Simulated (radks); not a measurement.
Values are calculated unless marked as measured or tabulated.
Question: Isoelectronic series with 6 electrons, each ion in its NIST ground configuration. Level of theory: Dirac Kohn-Sham, PBE, spin-unpolarised, spherical densities, finite nucleus; open shells fill j = l - 1/2 first; Fermi nuclear charge, rms radius of each element as measured or else 0.836 A^(1/3) + 0.57 fm (a radial shooting solver on a logarithmic mesh with Libxc functionals). Total energies (hartree) and orbital eigenvalues (eV):

| ion | configuration | E (hartree) | 2p1/2 | 2s1/2 | 1s1/2 |
|---|---|---|---|---|---|
| C | [He] 2s2 2p2 | -37.76524 | -5.2876 | -13.7467 | -273.3628 |
| F3+ | [He] 2s2 2p2 | -95.39775 | -72.8056 | -91.1878 | -741.2698 |
| P9+ | [He] 2s2 2p2 | -292.37968 | -394.8866 | -433.1720 | -2419.995 |
| Ar12+ | [He] 2s2 2p2 | -432.00929 | -649.1489 | -697.4800 | -3631.919 |
| Sc15+ | [He] 2s2 2p2 | -599.34705 | -966.0870 | -1024.577 | -5094.342 |
| Cr18+ | [He] 2s2 2p2 | -794.66616 | -1346.305 | -1415.099 | -6809.437 |
| Co21+ | [He] 2s2 2p2 | -1018.28986 | -1790.547 | -1869.822 | -8779.805 |
| Zn24+ | [He] 2s2 2p2 | -1270.59393 | -2299.694 | -2389.659 | -11008.49 |

Estimate the row of Mg6+ ([He] 2s2 2p2).

Answer: E (hartree) -180.23385; 2p1/2 -202.8487; 2s1/2 -231.1656; 1s1/2 -1456.842.
